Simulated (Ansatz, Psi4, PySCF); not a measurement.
C$_{6}$H$_{6}$N (SMILES Nc1[c]cccc1), doublet, at a GFN2-xTB geometry, atoms displaced at random by about 0.03 Å a coordinate. Base run: PBE0/STO-3G, gradient in PySCF.

Input for PySCF:
```python
from pyscf import gto, scf, dft

mol = gto.M(
    atom='''
N     2.311742   -0.058365   -0.411591
C     0.970858   -0.053112   -0.201728
C     0.111133   -1.210748   -0.180661
C    -1.171200   -1.263591    0.025983
C    -1.850904   -0.070238    0.324643
C    -1.076410    1.195443    0.312841
C     0.281550    1.127240    0.062041
H     2.750145   -1.044099   -0.322888
H     2.810899    0.678688   -0.147978
H    -1.760809   -2.122228   -0.010601
H    -2.902202    0.029389    0.475135
H    -1.547717    2.137506    0.522905
H     0.862441    2.076386    0.134841
''',
    basis='sto-3g',
    charge=0,
    spin=1,
    verbose=4,
)

mf = dft.UKS(mol)
mf.xc = 'pbe0'
mf.kernel()
g = mf.nuc_grad_method()
grad = g.kernel()
```

Programs used: Ansatz (an electronic-structure program), Psi4, PySCF; a row that names a program was run with it.

The coordinate followed is z of atom 5.

The base run was repeated with changes; each row names its change, and settings that it needs were set with it.

| change | dE/dx (Eh/bohr) | net force (Eh/bohr) |
|---|---|---|
| base | 0.007504 | 0.000020 |
| density fitting = on; auxbasis_response = off | 0.007529 | 0.001058 |
| conv_tol = 1e-4 | 0.007532 | 0.000020 |
| grids.level = 0; grid_response = on | 0.008044 | 0.000000 |
| finite difference step (bohr) = 1e-5; conv_tol = 1e-11 | 0.007501 | - |
| code = ansatz | 0.007505 | 0.000000 |
| grids.level = 5; grid_response = off | 0.007503 | 0.000000 |
| grids.level = 1; grid_response = off | 0.007534 | 0.000177 |
| finite difference step (bohr) = 0.01; conv_tol = 1e-11 | 0.007500 | - |
| code = psi4 | 0.007503 | 0.000014 |
| finite difference step (bohr) = 0.05; conv_tol = 1e-11 | 0.007476 | - |
| grids.level = 1; grid_response = on | 0.007510 | 0.000000 |

The net force is zero for an exact gradient.

Open shells are given as the SCF converged; they aren't shown to be the lowest states, and a large step between rows can be another state.
